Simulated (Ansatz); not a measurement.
# Energy profile

The step: AlHF₂ ([F][AlH][F]) + SiH₄O ([OH][SiH3]) → AlSiH₃OF₂ ([F][Al]([F])[O][SiH3]) + H₂; bonds formed: H2–H5; dative contacts that become bonds: Al1–O6; bonds broken: Al1–H2, H5–O6 (atoms numbered as in the saddle structure below).

| atom | x (Å) | y (Å) | z (Å) |
| --- | --- | --- | --- |
| Al1 | -1.6935 | 0.0498 | -0.1444 |
| H2 | -1.4945 | -1.5259 | 0.5221 |
| F3 | -2.2556 | 0.0329 | -1.6866 |
| F4 | -2.3224 | 1.1270 | 0.9235 |
| H5 | -0.4701 | -1.1293 | 0.3918 |
| O6 | 0.0986 | -0.1588 | -0.0046 |
| Si7 | 1.7013 | 0.3045 | 0.0005 |
| H8 | 2.4874 | -0.7352 | -0.7027 |
| H9 | 2.1605 | 0.4311 | 1.4032 |
| H10 | 1.7884 | 1.6038 | -0.7028 |

Electronic energies by CCSD(T) at an estimated basis limit (MP2 extrapolated from triple and quadruple zeta, plus CCSD(T) − MP2 in triple zeta), on PBE0-D4/def2-TZVP structures; AlSiH₅OF₂, singlet; no counterpoise correction. Computed with Ansatz 0.2.0 (basis: def2-TZVPP and def2-QZVPP); correlated methods freeze the cores. Extrapolation: Hartree–Fock as exp(−7.88 √X), correlation as X^−2.97.

Problem. Give the profile in kcal/mol, counted from the separated reactants. (Judge from chemistry; the value comes from the calculation.)

Solution. The calculation gives:
| point | kcal/mol |
| --- | --- |
| separated: AlHF₂ (linked as [F][AlH][F]; Al1, H2, F3, F4; singlet) + SiH₄O (linked as [OH][SiH3]; H5, O6, Si7, H8, H9, H10; singlet) | 0.00 |
| start structure | -27.07 |
| saddle | -7.43 |
| end structure | -35.69 |
| separated: AlSiH₃OF₂ (linked as [F][Al]([F])[O][SiH3]; Al1, F3, F4, O6, Si7, H8, H9, H10; singlet) + H₂ (H2, H5; singlet) | -31.77 |
The saddle lies below the separated reactants: the barrier is submerged.

T1 diagnostic: at most 0.013.

The step is the kind of ligand exchange by which a precursor binds to a hydroxyl group, or is hydrolysed, in atomic layer deposition of oxides.

For scale, one of the runs: CCSD(T)/def2-TZVPP, 247 basis functions, launched by `ansatz run in.yaml --threads 4 --pin off --events-out ev --progress --plain --max-ram 9574MiB`. The run took 2.7 min on 4 CPU threads of an Arm Neoverse V1 (shared host), with 5 GiB of host memory at its peak.
